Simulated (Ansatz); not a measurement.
Compare A (`BCC(C)C`) with its isomer B (`BC(C)(C)C`).

Computed with Ansatz on PBE0-D4/def2-TZVP structures; ΔE is electronic, products minus reactants. CBS: MP2 limit from def2 TZ/QZ plus the TZ coupled-cluster correction, frozen cores. DFT in def2-TZVPP. B3LYP here is the variant with VWN-RPA as its local correlation; programs differ in this. One conformer a species, not always the lowest.

**Question.** Which is lower in electronic energy at CCSD(T)/CBS, and by how much? (An estimate is asked.)

**Answer.** Ansatz gave: A, by 7.7 kJ/mol.

**Question.** Give E(B) − E(A) in kJ/mol with B3LYP-D4, BLYP-D4, MP2/def2-TZVPP, LDA (SPW92), B3LYP, PBE-D4, ωB97M-V. (Best estimate.)

**Answer.** The calculation gave: B3LYP-D4 10.2, BLYP-D4 8.8, MP2/def2-TZVPP 4.4, LDA (SPW92) 7.7, B3LYP 13.6, PBE-D4 8.6, ωB97M-V 9.1. None reverses the order clearly.

**Question.** Does the order hold for the free energy at 298.15 K (harmonic terms from PBE0-D4)? (Best estimate.)

**Answer.** The calculation gave: Yes: G(B) − G(A) = +8.5 kJ/mol, for one conformer each.

Largest T1 diagnostic: 0.009.

The D4 term adds −3.4 kJ/mol with B3LYP and −1.7 kJ/mol with PBE0; it sums over pairs of atoms, weighted by their polarisabilities, and B3LYP, whose exchange is more repulsive, gets the larger term. Leaving LDA and LC-ωPBE aside and taking each functional with its dispersion term where it has one, the values, not all of them listed here, spread over 5.5 kJ/mol, from revPBE-D4 to BHLYP-D4.
